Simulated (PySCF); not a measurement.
**Correlation energy of Pd (palladium, neutral)**

[Kr] 4d10, closed-shell 1S. Calculation: PySCF 2.14, in ANO-RCC-VTZP; the spin-free X2C one-electron Hamiltonian (Gaussian nucleus). Frozen: [Kr]; 10 electrons correlated.

| level | correlation energy (mhartree) |
| --- | --- |
| CCSD | -339.59 |
| (T) | -16.71 |
| CCSD(T) | -356.30 |

Diagnostics: T1 = 0.0072, D1 = 0.0101, largest double amplitude 0.026.

Cost of the coupled-cluster step: about 1.3 core-seconds, for 10 correlated electrons.

Iterations:

```
CC2 = 0
CCSD nocc = 5, nmo = 50
frozen orbitals [0, 1, 2, 3, 4, 5, 6, 7, 8, 9, 10, 11, 12, 13, 14, 15, 16, 17]
max_cycle = 100
direct = 0
conv_tol = 1e-08
conv_tol_normt = 1e-06
diis_space = 8
diis_start_cycle = 0
Init t2, MP2 energy = -5042.95923062965  E_corr(MP2) -0.374561854344889
Init E_corr(CCSD) = -0.374561854353007
cycle = 1  E_corr(CCSD) = -0.331414979234973  dE = 0.0431468751  norm(t1,t2) = 0.0451906
cycle = 2  E_corr(CCSD) = -0.341338439433747  dE = -0.0099234602  norm(t1,t2) = 0.0205755
cycle = 3  E_corr(CCSD) = -0.339625250151838  dE = 0.00171318928  norm(t1,t2) = 0.00950649
cycle = 4  E_corr(CCSD) = -0.339496715187792  dE = 0.000128534964  norm(t1,t2) = 0.000848197
cycle = 5  E_corr(CCSD) = -0.339593991643596  dE = -9.72764558e-05  norm(t1,t2) = 0.00024005
cycle = 6  E_corr(CCSD) = -0.339594687490174  dE = -6.95846578e-07  norm(t1,t2) = 7.54297e-05
cycle = 7  E_corr(CCSD) = -0.339587538113683  dE = 7.14937649e-06  norm(t1,t2) = 2.31504e-05
cycle = 8  E_corr(CCSD) = -0.339586597296214  dE = 9.40817469e-07  norm(t1,t2) = 3.42317e-06
cycle = 9  E_corr(CCSD) = -0.339586934697166  dE = -3.37400952e-07  norm(t1,t2) = 6.35287e-07
cycle = 10  E_corr(CCSD) = -0.339586918908674  dE = 1.57884921e-08  norm(t1,t2) = 1.06754e-07
cycle = 11  E_corr(CCSD) = -0.33958692323364  dE = -4.32496561e-09  norm(t1,t2) = 2.5215e-08
CCSD converged
E(CCSD) = -5042.924255698535  E_corr = -0.3395869232336398
CCSD(T) correction = -0.0167070318840565
```
